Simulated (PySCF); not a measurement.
# Structure elucidation problem

An unknown has the formula C4H11ClOSi3. Its calculated NMR data are:

1H NMR (300 MHz, computed): δ 7.18 (d, 1H), 5.94 (m, 1H), 5.18 (m, 1H), 5.15 (m, 1H), 4.38 (m, 1H), 0.35 (d, 3H), 0.09 (d, 3H).

13C{1H} NMR (computed): δ 162.4 (C), 151.8 (CH), -4.8 (CH3), -5.8 (CH3).

Theoretical values (PySCF 2.14.0 with density-fitted response routines): GFN2-xTB structure, PBE0/pcSseg-1 with gauge-including orbitals. Gas phase, one computed conformer, one averaged value for each set of equivalent atoms, no relativistic terms.

δ = σ(ref) − σ, references computed at the same level: 1H (σ = 31.72 ppm) and 13C (σ = 186.93 ppm) against TMS.

What is the structure?

Results:


The formula gives 2 degrees of unsaturation (1 ring in the answer). 4 carbon signals for 4 carbons: no two carbons are equivalent. Carbon types of the structure: 1 × C, 1 × CH, 2 × CH3, leaving 4 H on heteroatoms. δC 162.4: fully substituted alkene carbon; as expected for a trigonal carbon in a double bond. δC 151.8: alkene CH; the olefinic region. δC -4.8, -5.8: methyl carbon bonded to Si; an electropositive neighbour leaves it electron-rich and shielded. δH 7.18: hydrogen on an alkene CH; a vinylic proton, deshielded by the sp2 carbon and the C=C anisotropy. δH 5.94: hydrogen on a silicon bonded to C, O, Si, in a 5-membered ring. δH 5.18, 5.15: hydrogen on a silicon bonded to C, O, in a 5-membered ring. δH 0.35, 0.09: hydrogen on a methyl carbon bonded to Si; an electropositive neighbour shields it, as in TMS itself.

The compound is SMILES C[SiH](C)[Si@H]1C=C(Cl)[SiH2]O1.

The shifts were computed for this structure.

Carbons that carry Cl, above all several Cl atoms, come out too deshielded, partly because spin–orbit coupling is missing. Shifts are as computed. Against solution values, carbons near 30 ppm lie about +3 ppm off and those near 130 ppm about +5 ppm; carbons on Cl a further +6 ppm. Of 1211 compounds with measured shifts, 218 miss one by over three times the rms of a fit or turn the order of signals round; such compounds aren't used in these exercises. Multiplicities follow the n + 1 count of equivalent neighbours, as no J values were calculated; m marks all less simple cases, F and P coupling included.
